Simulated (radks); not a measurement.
Fe4+, configuration [Ne] 3s1.75 3p6 3d4 4p0.25 (fractional occupations, a model configuration).

Calculated with a radial shooting solver on a logarithmic mesh with Libxc functionals: non-relativistic Kohn-Sham, SCAN, spin-polarised, spherical densities, point nucleus; open shells are filled with parallel spins first; meta-GGA in the generalised Kohn-Sham scheme.

Energy parts (eV):
part                      energy
total                 -34249.993
kinetic                34226.656
electron-nucleus      -80122.048
Hartree                13110.293
exchange-correlation   -1464.893

Orbitals (lengths in bohr, moments of r in powers of bohr; <r^-3> diverges for s and p1/2; r(90%) holds 90 % of the orbital's charge):
orbital  occ.  eigenvalue (eV)  <r^-3>  r(90%)
1s up       1        -7021.887       -   0.105
1s down     1        -7021.689       -   0.105
2s up       1        -882.3534       -   0.418
2s down     1        -878.7173       -   0.416
2p up       3        -768.5356   462.9   0.388
2p down     3        -765.7716   465.4   0.386
3s up       1        -159.4569       -    1.18
3s down  0.75        -151.8734       -    1.20
3p up       3        -125.0699   62.04    1.25
3p down     3        -117.5444   59.95    1.27
3d up       4         -68.9755   6.566    1.46
4p up    0.25         -36.2450   8.974    3.34

The highest occupied level is 4p up at -36.245 eV. The density falls to 0.001 e/bohr^3 at r = 2.86 bohr. Summed over all electrons, <r^2> = 12.11 bohr^2, which gives a Langevin (diamagnetic) susceptibility term of -9.59 x 10^-6 cm^3/mol.

Empty levels of this run are not shown, since the potential may be unsettled where no density lies.
